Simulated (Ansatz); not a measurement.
Species: CTa (charge 0, doublet). The spin state was set by rule; other spins were not relaxed. SMILES: [C][Ta]
Geometry: optimised at B3LYP-D3(BJ)/def2-TZVP (Ansatz, an electronic-structure program).

Wanted: atomisation energy (electronic, to ground-state atoms), in eV. Correlated levels leave the core frozen unless marked. Open shells are spin-unrestricted. Spin-orbit coupling is left out. Frozen are the shells of the preceding noble gas and the d and f shells that filled before the atom's block. In def2 rows, elements after Kr have scalar-relativistic effective core potentials. The coupled-cluster limit lacks core correlation, which all-electron functionals hold. CBS marks a two-point X^-3 extrapolation of the correlation energy; Hartree-Fock from the larger set.

The UHF reference is spin-contaminated (<S^2> 1.25 over the pure value in the largest basis). The T1 diagnostic of CCSD in the largest basis is 0.119, which is high, so the coupled-cluster rows are less sure than usual.

```tsv
level	program	atomisation energy (eV)
revPBE-D3(BJ)/def2-TZVPD	Ansatz + dftd3	…
r2SCAN-D4/def2-TZVPD	Ansatz + dftd4	5.23
CAM-B3LYP/def2-TZVPD	Ansatz	…
LC-wPBE/def2-TZVPD	Ansatz	4.78
wB97X/def2-TZVPD	Ansatz	…
CCSDT(Q)/def2-SVP	Ansatz	4.63
CCSD(T)/CBS(def2-TZVPPD,def2-QZVPPD)	Ansatz	4.93
```

Problem. Some entries are withheld; supply them.

Solution. 
- revPBE-D3(BJ)/def2-TZVPD, atomisation energy (eV): 5.62
- CAM-B3LYP/def2-TZVPD, atomisation energy (eV): 4.70
- wB97X/def2-TZVPD, atomisation energy (eV): 4.81
